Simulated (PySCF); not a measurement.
Magnetic susceptibility: `C(=C(/C)[CH2][GeH2][Cl])/Cl`, C4H8Cl2Ge

Molfile (atoms numbered from 1):
```
C4H8Cl2Ge
     RDKit          3D

 15 14  0  0  0  0  0  0  0  0999 V2000
    1.4530    0.6511    0.6928 C   0  0  0  0  0  0  0  0  0  0  0  0
    0.7260   -0.2577   -0.2445 C   0  0  0  0  0  0  0  0  0  0  0  0
    1.0537   -0.4266   -1.5198 C   0  0  0  0  0  0  0  0  0  0  0  0
    2.3822    0.3610   -2.2873 Cl  0  0  0  0  0  0  0  0  0  0  0  0
   -0.4604   -0.9630    0.3247 C   0  0  0  0  0  0  0  0  0  0  0  0
   -2.0472    0.2520    0.4622 Ge  0  0  0  0  0  4  0  0  0  0  0  0
   -2.3780    1.1139   -1.4187 Cl  0  0  0  0  0  0  0  0  0  0  0  0
    1.8906    0.0775    1.5096 H   0  0  0  0  0  0  0  0  0  0  0  0
    2.2435    1.1920    0.1816 H   0  0  0  0  0  0  0  0  0  0  0  0
    0.7509    1.3683    1.1228 H   0  0  0  0  0  0  0  0  0  0  0  0
    0.5128   -1.0834   -2.1828 H   0  0  0  0  0  0  0  0  0  0  0  0
   -0.7476   -1.8054   -0.3059 H   0  0  0  0  0  0  0  0  0  0  0  0
   -0.2273   -1.3462    1.3179 H   0  0  0  0  0  0  0  0  0  0  0  0
   -3.2966   -0.5044    0.8678 H   0  0  0  0  0  0  0  0  0  0  0  0
   -1.8599    1.3789    1.4577 H   0  0  0  0  0  0  0  0  0  0  0  0
  1  2  1  0
  2  3  2  0
  3  4  1  0
  2  5  1  0
  5  6  1  0
  6  7  1  0
  1  8  1  0
  1  9  1  0
  1 10  1  0
  3 11  1  0
  5 12  1  0
  5 13  1  0
  6 14  1  0
  6 15  1  0
M  END
```

The calculation used GIAO B97-2/cc-pVDZ magnetisability, rotational g tensor and spin-rotation constants, non-relativistic, gas phase in PySCF 2.14.0. Geometry: GFN2-xTB.

The calculation is non-relativistic, which matters for the atoms heavier than Zn.

Q: What are the magnetisability and the molar susceptibility?

A: Isotropic -1744 × 10⁻³⁰ J/T², or -105.0 × 10⁻⁶ cm³/mol; principal values -1829, -1726, -1678 × 10⁻³⁰ J/T², anisotropy 133 × 10⁻³⁰ J/T² (root of half the summed squared differences of the principal values). The susceptibility is in cgs units.

Q: Split it along the inertial axes a, b, c into diamagnetic and paramagnetic parts about the centre of mass, with the quadrupole moment.

A: 
| axis | χ (10⁻⁶ cm³/mol) | diamagnetic (10⁻⁶ cm³/mol) | paramagnetic (10⁻⁶ cm³/mol) | summed x² of all electrons (Å²) | quadrupole Θ (D Å) |
| --- | --- | --- | --- | --- | --- |
| a | -104.3 | -699.0 | 594.8 | 405.1 | -6.62 |
| b | -106.8 | -1909.1 | 1802.4 | 119.9 | +1.93 |
| c | -104.1 | -2227.1 | 2123.0 | 44.9 | +4.69 |

Anisotropies 2χaa − χbb − χcc = +2.3 and 2χbb − χaa − χcc = -5.2 × 10⁻⁶ cm³/mol. Θ is traceless in Buckingham's convention.

Q: And the rotational g tensor?

A: 
| axis | rotational constant (GHz) | g | nuclear part | electronic part |
| --- | --- | --- | --- | --- |
| a | 2.0685 | -0.0136 | 0.5644 | -0.5780 |
| b | 0.5986 | -0.0046 | 0.5022 | -0.5068 |
| c | 0.5077 | -0.0050 | 0.5014 | -0.5064 |

Asymmetric top; isotopes 12C, 35Cl, 74Ge, 1H; no vibrational averaging.
